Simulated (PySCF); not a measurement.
Excitation energy of Ru⁺ by level of theory

Ru⁺ [Kr] 4d7 (4F) → Ru⁺ [Kr] 4d6 5s1 (6D), as a difference of total energies. All numbers are calculated (PySCF 2.14, a scalar-relativistic core potential, in aug-cc-pwCVTZ-PP with ECP28MDF). Correlated levels: valence: 4s2 4p6 frozen; valence and next inner shell: nothing frozen outside the core potential. The calculations carry no spin-orbit coupling.

```json
{"method": "UHF", "excitation energy (eV)": "0.333", "error (eV)": "-0.757"}
{"method": "LDA", "excitation energy (eV)": "0.717", "error (eV)": "-0.373"}
{"method": "PBE", "excitation energy (eV)": "0.819", "error (eV)": "-0.271"}
{"method": "PBE0", "excitation energy (eV)": "0.877", "error (eV)": "-0.213"}
{"method": "r2SCAN", "excitation energy (eV)": "0.528", "error (eV)": "-0.562"}
{"method": "BP86", "excitation energy (eV)": "0.879", "error (eV)": "-0.211"}
{"method": "M06-L", "excitation energy (eV)": "1.487", "error (eV)": "+0.397"}
{"method": "wB97M-V", "excitation energy (eV)": "1.270", "error (eV)": "+0.180"}
{"method": "MP2 (valence)", "excitation energy (eV)": "1.048", "error (eV)": "-0.042"}
{"method": "SCS-MP2 (valence)", "excitation energy (eV)": "1.582", "error (eV)": "+0.492"}
{"method": "MP2 (valence and next inner shell)", "excitation energy (eV)": "0.706", "error (eV)": "-0.384"}
{"method": "SCS-MP2 (valence and next inner shell)", "excitation energy (eV)": "1.067", "error (eV)": "-0.023"}
```

Reference: 1.090 eV (measured; NIST levels, between the centres of gravity of the two terms).

Errors of the correlated levels include the incompleteness of this basis and the frozen core.
